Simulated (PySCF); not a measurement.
Si(CCH)(Cl)2(Me) (C3H4Cl2Si), SMILES C#C[Si](C)(Cl)Cl. Geometry optimised at PBE0-D3(BJ)/def2-SVP.

Computed equilibrium geometry at PBE0-D3(BJ)/def2-SVP (PySCF confirms it by a frequency run) as bond lengths and angles, and its point group:
point group Cs.
Atoms: C1 C2 Si3 C4 Cl5 Cl6 H7 H8 H9 H10. Bond lengths (Å): C1–C2 1.216, C1–H7 1.076, C2–Si3 1.822, Si3–C4 1.850, Si3–Cl5 2.061, Si3–Cl6 2.061, C4–H8 1.100, C4–H9 1.100, C4–H10 1.100. Bond angles (°): C2–C1–H7 179.7, C1–C2–Si3 178.5, C2–Si3–C4 112.2, C2–Si3–Cl5 108.2, C2–Si3–Cl6 108.2, C4–Si3–Cl5 110.0, C4–Si3–Cl6 110.0, Cl5–Si3–Cl6 108.2, Si3–C4–H8 110.0, Si3–C4–H9 110.3, Si3–C4–H10 110.0, H8–C4–H9 108.9, H8–C4–H10 108.8, H9–C4–H10 108.9.
Charge 0, spin multiplicity 1.
